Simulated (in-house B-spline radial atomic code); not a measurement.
**Ionising Lu with different functionals**

Computed with an all-electron radial atomic-structure program (B-spline basis): four-component Dirac-Coulomb Hamiltonian, Fermi nucleus of rms radius 5.37 fm, spin-restricted, spherical fractional occupations for the functionals, and exact exchange of hybrids averaged over the configuration. The ionisation energy is the difference of two self-consistent energies, [Xe] 4f14 5d1 6s2 → [Xe] 4f14 6s2, without Breit or QED terms; ε is the level of the shell that loses the electron (mean over j). The electron is taken from both j subshells in proportion to 2j + 1, so the result is a j average, not the step between ground levels.

```tsv
method	rung	ΔSCF (eV)	-ε(5d) (eV)
B3LYP	global hybrid	?	?
PBE0	global hybrid	5.22	2.72
HSE06	range-separated hybrid	5.25	2.35
CAM-B3LYP	range-separated hybrid	?	?
```

(1) What does B3LYP give?

(2) What does CAM-B3LYP give?

(3) Among the functionals, which spreads more, the ΔSCF values or the orbital energies?

(4) How do they compare with the NIST value?

## Answers

(1) ΔSCF 5.28 eV, and -ε(5d) = 2.55 eV.

(2) ΔSCF 5.18 eV, and -ε(5d) = 3.87 eV.

(3) The orbital energies: ΔSCF values span about 0.10 eV and the orbital energies 1.52 eV; here energy differences depend much less on the functional than eigenvalues do.

(4) NIST lists 5.426 eV (measured, ground level to ground level). Errors run from -0.25 to -0.15 eV; B3LYP is closest (-0.15 eV), but part of that can be cancellation, since the calculations leave out Breit-QED terms, spin polarisation, the choice among j levels, multiplet and fine-structure energies.
